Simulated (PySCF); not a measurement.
## 17O chemical shifts

No solvent, equivalent nuclei averaged, non-relativistic Hamiltonian, one conformer. σ from GIAO-PBE0/pcSseg-1; coordinates at the GFN2-xTB level; PySCF 2.14.

Shieldings were converted by a linear fit to measured shifts: 17O: δ = 266.70 − 0.911σ (rms 10.7 ppm, 155 shifts, 12.2 ppm with the 3 outliers that the fit left out vs liquid water, solution or neat liquid). Occasional misses reach two or three times the rms, and more in compound classes unlike the fitted ones.

Give the 17O shifts of `CC#C[Si@H](C)O[SiH2]C`, `COC(=O)c1ccc(C(=O)Cl)o1`, `COC[Si@H](F)C/C=C\F`, `COC(=O)c1cnncn1`.

## Answers


```tsv
compound	environment	δ (ppm)
CC#C[Si@H](C)O[SiH2]C	oxygen bonded to 2 Si	1.1
[CH3:1][O:2][C:3](=[O:4])[c:5]1[cH:6][cH:7][c:8]([C:9](=[O:10])[Cl:11])[o:12]1	O10: carbonyl oxygen	464.1
[CH3:1][O:2][C:3](=[O:4])[c:5]1[cH:6][cH:7][c:8]([C:9](=[O:10])[Cl:11])[o:12]1	O4: ester carbonyl oxygen	342.0
[CH3:1][O:2][C:3](=[O:4])[c:5]1[cH:6][cH:7][c:8]([C:9](=[O:10])[Cl:11])[o:12]1	O12: aromatic ring oxygen	248.5
[CH3:1][O:2][C:3](=[O:4])[c:5]1[cH:6][cH:7][c:8]([C:9](=[O:10])[Cl:11])[o:12]1	O2: ester alkoxy oxygen	130.8
COC[Si@H](F)C/C=C\F	ether oxygen	-45.0
[CH3:1][O:2][C:3](=[O:4])[c:5]1[cH:6][n:7][n:8][cH:9][n:10]1	O4: ester carbonyl oxygen	361.3
[CH3:1][O:2][C:3](=[O:4])[c:5]1[cH:6][n:7][n:8][cH:9][n:10]1	O2: ester alkoxy oxygen	137.0
```
